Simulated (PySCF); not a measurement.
C5H6NOS2 (doublet state).
SMILES with atom numbers: `[N:1]#[C:2][C@@H:3]([CH:4][OH:5])[C@@H:6]1[CH2:7][S:8][S:9]1` (hydrogens: H10 on C3; H11 on C4; H12 on O5; H13 on C6; H14, H15 on C7)

Structure used (GFN2-xTB), in Å, numbered top down from 1:
```
atom  x, y, z in Å
N1     1.409    2.834    0.890
C2     1.004    1.868    0.432
C3     0.537    0.608   -0.110
C4     1.459   -0.458    0.332
O5     1.836   -1.391   -0.593
C6    -0.916    0.336    0.359
C7    -1.533   -0.867   -0.342
S8    -2.523    0.045   -1.588
S9    -2.091    1.614   -0.266
H10    0.544    0.662   -1.205
H11    1.739   -0.575    1.363
H12    2.494   -1.990   -0.226
H13   -0.955    0.293    1.449
H14   -2.198   -1.441    0.303
H15   -0.812   -1.529   -0.819
```

The hyperfine couplings belong to this conformer and change with its torsions.

Computed, not measured: UKS B3LYP, pcH-1 on C H N O S, non-relativistic, mean-field spin-orbit, GIAO in PySCF. The structure is a single GFN2-xTB conformer in the gas phase; no vibrational or solvent corrections. Couplings are sensitive to structure, and on GFN2-xTB geometries they can be far from those on DFT ones. No stability test was run, so a lower SCF solution isn't excluded.

Largest spin populations (Mulliken): C4 (+0.88), O5 (+0.13) and C3 (-0.07). No atom but C4 exceeds +0.15. The angles at C4 add up to 359.6°, so it is planar; its axial dipolar tensor and the negative coupling of its proton fit spin in a p orbital normal to that plane.

Problem. McConnell's relation a(H) = Q·ρ ties the coupling of a proton on a planar π carbon to the spin population of that carbon. What Q do the computed values give?

Solution. 
| H | C | ρ(C) | a(H) (G) | a/ρ (G) |
| --- | --- | --- | --- | --- |
| H11 | C4 | +0.881 | -22.35 | -25.4 |

One proton gives one ratio, Q = -25.4 G, and no test of linearity. In every row coupling and population have opposite signs.

Couplings in gauss use g_iso = 2.0034.

Hardware: one thread of an Arm Neoverse V1, no GPU, shared host. Cost: 2.6 min (grids of density and orbitals included), 1.1 GiB resident at most.
